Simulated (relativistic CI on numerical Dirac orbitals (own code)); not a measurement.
Level scheme of Ga27+

Computed by Dirac-Coulomb-Breit CI, separate exchange-only KLI orbitals for each configuration, QED by a radiative potential, unscaled Slater integrals (own radial code, finite nucleus).

CI space (outside the closed core 1s2): 2s², 2s2p, 2p², 2p3s, 2p3p, 2s3s, 2s3p, 2s3d, 2s4s, 2s4p, 2s4d, 2s4f, 3s², 3s3p, 3p². Levels of other configurations are missing.

```tsv
No.	Configuration	Term	J	E (Ry)	%	Lifetime (s)
1	2s²	¹S	0	0.000	96	
2	2s2p	³P°	0	3.883	100	
3	2s2p	³P°	1	4.392	94	6.17e-09
4	2s2p	³P°	2	6.305	100	8.56e-06
5	2s2p	¹P°	1	9.356	94	3.01e-11
6	2p²	³P	0	10.906	88	6.12e-11
7	2p²	³P	1	12.536	100	4.00e-11
8	2p²	³P	2	13.139	58	5.23e-11
9	2p²	¹D	2	15.477	58	4.23e-11
10	2p²	¹S	0	17.822	85	1.81e-11
11	2s3s	³S	1	119.082	99	1.22e-13
12	2s3s	¹S	0	119.860	97	3.11e-13
13	2s3p	³P°	0	121.002	99	3.23e-11
14	2s3p	³P°	1	121.020	67	1.04e-13
15	2s3p	¹P°	1	121.659	61	5.50e-14
16	2s3p	³P°	2	121.708	100	4.39e-11
17	2s3d	³D	1	122.628	98	1.94e-14
18	2s3d	³D	2	122.713	97	2.02e-14
19	2s3d	³D	3	122.865	99	2.10e-14
20	2s3d	¹D	2	123.553	97	2.70e-14
21	2p3s	³P°	0	124.014	99	2.53e-13
22	2p3s	³P°	1	124.257	75	1.77e-13
23	2p3p	³D	1	125.243	69	1.10e-13
24	2p3p	³P	0	126.318	82	6.28e-14
25	2p3p	³P	1	126.340	36	7.83e-14
26	2p3p	³D	2	126.355	73	8.61e-14
27	2p3s	³P°	2	126.500	100	2.61e-13
28	2p3s	¹P°	1	126.941	73	1.36e-13
29	2p3p	³P	1	128.140	57	6.90e-14
30	2p3p	³P	2	128.350	45	6.16e-14
31	2p3p	³D	3	128.458	99	9.61e-14
32	2p3p	³S	1	128.556	63	7.67e-14
33	2p3p	¹D	2	129.355	55	5.71e-14
34	2p3p	¹S	0	130.220	81	6.12e-14
35	2s4s	³S	1	159.994	100	2.61e-13
36	2s4s	¹S	0	160.293	100	2.55e-13
37	2s4p	³P°	0	160.716	100	4.66e-13
38	2s4p	³P°	1	160.743	80	2.03e-13
39	2s4p	³P°	2	161.009	100	4.99e-13
40	2s4p	¹P°	1	161.092	80	7.82e-14
41	2s4d	³D	1	161.412	100	5.21e-14
42	2s4d	³D	2	161.438	97	5.23e-14
43	2s4d	³D	3	161.499	100	5.31e-14
44	2s4d	¹D	2	161.721	97	5.24e-14
45	2s4f	³F°	2	161.752	100	1.14e-13
46	2s4f	³F°	3	161.761	89	1.15e-13
47	2s4f	³F°	4	161.792	100	1.15e-13
48	2s4f	¹F°	3	161.833	89	1.17e-13
```

Energies count from the lowest computed level; ° marks odd parity; lifetimes are radiative, by E1, M1, E2, M2 decay to levels of this space only; some are left blank where a channel outside the calculation adds to the decay or the decay crosses a small, uncertain gap.

The mean weight of the leading LS term, summed over parents, in these 48 levels is 86 %, and that of the leading jj configuration (from the same eigenvectors) 94 %.

At this charge energies of transitions that change n are usually good to better than 1 %, and those within a shell (Δn = 0) to a few per cent.

LS names give the leading component of a level, which can be under half, so a name can repeat, a term be missing and a line seem to break the LS rules.
